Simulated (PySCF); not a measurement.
Species: CH6B2S.
InChI=1S/CH6B2S/c1-4-3-2/h3H,2H2,1H3

Level of theory: MP2 and CCSD/aug-cc-pVDZ in PySCF, restricted Hartree–Fock reference, frozen core, non-relativistic, gas phase, PBE0-D3(BJ)/def2-SVP geometry.

E(HF) = -488.25513 Eh.

Problem. How large is the problem?

Solution. 150 basis functions and 38 electrons; 8 orbitals frozen, which leaves o = 11 correlated occupied and v = 131 virtual orbitals. That is o·v = 1441 singles and o·v(o·v + 1)/2 = 1038961 distinct closed-shell doubles amplitudes before symmetry; the costliest CCSD step grows as o²v⁴ = 3.6 × 10^10.

Problem. What are the MP2 and CCSD correlation energies?

Solution. MP2 -0.4622 Eh and CCSD -0.5217 Eh, which gives totals of -488.71734 and -488.77682 Eh. That is 0.645 eV for each correlated electron at CCSD (1370 kJ/mol in all, 0.107 % of the total energy); MP2 gives 88.6 % of the CCSD value.

Problem. What is the T1 diagnostic?

Solution. 0.0147, below the customary warning level of 0.02. It is the norm of the spatial-orbital singles amplitudes over the root of the number of correlated electrons, so the norm is 0.069.

Problem. How does correlation change the dipole moment?

Solution. HF gives 1.52 D and CCSD (unrelaxed density) 1.49 D, a change of -0.03 D; the two vectors are 16° apart.

No triples correction and no basis-set extrapolation were made.

Shape of the structure used: `[BH2:1][BH:2][S:3][CH3:4]`: B1–B2–S3–C4 0°.

One conformer stands for the species.
